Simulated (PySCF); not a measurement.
chlorotrifluoromethane (CClF3), SMILES FC(F)(F)Cl. Geometry optimised at PBE-D3(BJ)/def2-SVP.

Give the equilibrium geometry at PBE-D3(BJ)/def2-SVP (PySCF confirms it by a frequency run) as a Z-matrix, and its point group. (The exact figures need the calculation; the answer reports its results.)

point group C3v.
```
C
F 1 1.3355
F 1 1.3355 2 108.86
F 1 1.3355 2 108.86 3 -118.53
Cl 1 1.7811 2 110.08 3 120.73
```
